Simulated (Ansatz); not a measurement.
`B[SiH2]N` + `BO` → `BO[SiH2]B` + NH₃ at 700 K and 1 bar (ligand exchange at the Si–N bond).

Program: Ansatz. Geometries: PBE0-D4/def2-TZVP. ΔE: electronic, gas phase. CCSD(T)/CBS is the MP2 limit (def2-TZVPP, def2-QZVPP) plus CCSD(T) − MP2 in def2-TZVPP, frozen cores. This one scheme is used for every species. One conformer a species, not always the lowest.

| species | CCSD(T)/CBS energy (Eh) | H − E (kJ/mol) | S (J/(mol·K)) |
| --- | --- | --- | --- |
| `B[SiH2]N` | -372.16627 | 230.4 | 405.1 |
| `BO` | -101.80414 | 126.4 | 277.4 |
| `BO[SiH2]B` | -417.47687 | 240.1 | 448.0 |
| NH₃ | -56.50880 | 116.9 | 226.5 |

H − E and S are ideal-gas, rigid-rotor, harmonic terms from PBE0-D4/def2-TZVP, for one conformer and one mirror image of each species. 1 Eh = 2625.50 kJ/mol, R = 8.31446 J/(mol·K).

Question: By hand: ΔE, ΔH, ΔS and ΔG.

Answer: ΔE = (-417.47687) + (-56.50880) − (-372.16627) − (-101.80414) = -0.01526 Eh = -40.1 kJ/mol. Δ(H − E) = 240.1 + 116.9 − 230.4 − 126.4 = 0.2, so ΔH = -39.9 kJ/mol. ΔS = 448.0 + 226.5 − 405.1 − 277.4 = -8.0 J/(mol·K). ΔG = -39.9 − 700 × (-8.0)/1000 = -34.3 kJ/mol.

Question: By hand: the equilibrium constant, and the temperature at which ΔG would vanish if ΔH and ΔS stayed fixed.

Answer: log₁₀ K = −ΔG/(RT ln 10) = 2.6. ΔG = 0 at ΔH/ΔS = 4988 K, far beyond where these terms or the molecules hold.

The number of gas molecules stays the same, so ΔS is small and ΔH decides. A doubt of 5 kJ/mol in ΔE shifts log₁₀ K by 0.4 here. Other conformers and mirror images would add mixing entropy, several J/(mol·K) or more a flexible species. Modes under 60 cm⁻¹, often nearly free rotors, make the harmonic entropy too high. These are equilibria of isolated gas molecules and say nothing of rates. Largest T1 diagnostic: 0.014 (customary marks: 0.02 for closed shells, 0.045 for open ones).
